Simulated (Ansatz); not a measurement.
Computed with Ansatz on PBE0-D4/def2-TZVP structures; ΔE is electronic, products minus reactants. CBS: MP2 limit from def2 TZ/QZ plus the TZ coupled-cluster correction, frozen cores. One conformer a species, not always the lowest.

Consider the redistribution: `O=[C]([AlH2])O[SiH3]` + `C[SiH](F)CF` → `FC[SiH](F)[AlH2]` + `CC(=O)O[SiH3]`.

`O=[C]([AlH2])O[SiH3]`:

```xyz
10

O    -1.492    0.358   -0.248
C    -0.432    0.405    0.331
Al   -0.116    1.525    1.981
O     0.622   -0.313   -0.114
Si    0.378   -1.262   -1.502
H     1.307    1.528    2.670
H    -1.346    2.362    2.507
H    -0.653   -2.296   -1.258
H     0.031   -0.415   -2.665
H     1.701   -1.893   -1.703
```

`C[SiH](F)CF`:

Z-matrix (Å, degrees):
```
C
Si 1 1.850
H 1 1.093 2 109.6
H 1 1.093 2 111.1 3 119.5
H 1 1.092 2 111.2 3 -119.6
F 2 1.606 1 110.1 3 -176.2
C 2 1.889 1 111.4 3 -58.9
H 2 1.484 1 111.8 3 64.3
F 7 1.396 2 108.5 1 58.5
H 7 1.095 2 112.3 1 178.1
H 7 1.096 2 111.8 1 -60.7
```

`FC[SiH](F)[AlH2]`:

```xyz
10

F    -1.141    0.213   -2.495
C    -0.539    0.661   -1.327
Si   -0.308   -0.734   -0.070
F    -1.762   -1.227    0.419
Al    1.075   -0.017    1.857
H    -1.153    1.472   -0.919
H     0.440    1.086   -1.585
H     0.311   -1.877   -0.803
H     0.665   -0.372    3.347
H     2.412    0.796    1.577
```

`CC(=O)O[SiH3]`:

Cartesian coordinates in Å:
```
C -0.265 0.446 1.894
C 0.087 -0.238 0.614
O 0.584 -1.330 0.517
O -0.208 0.496 -0.470
Si 0.158 -0.204 -1.968
H 0.260 1.402 1.955
H 0.001 -0.184 2.738
H -1.334 0.665 1.908
H -0.279 0.837 -2.926
H 1.613 -0.441 -2.094
H -0.618 -1.447 -2.169
```

```
         level  ΔE (kJ/mol)
 HF/def2-TZVPP         18.5
MP2/def2-TZVPP         36.3
```

Task: What does CCSD(T)/CBS give? (Estimate.)

Result: Computed: +28.9 kJ/mol. The listed levels differ from it by -10.4, 7.4 kJ/mol.

Largest T1 diagnostic among the species: 0.016.

In def2-TZVPP, CCSD(T) changes the Hartree–Fock value by +9.7 kJ/mol (the triples alone add +2.0 kJ/mol) and MP2 by +17.7 kJ/mol.
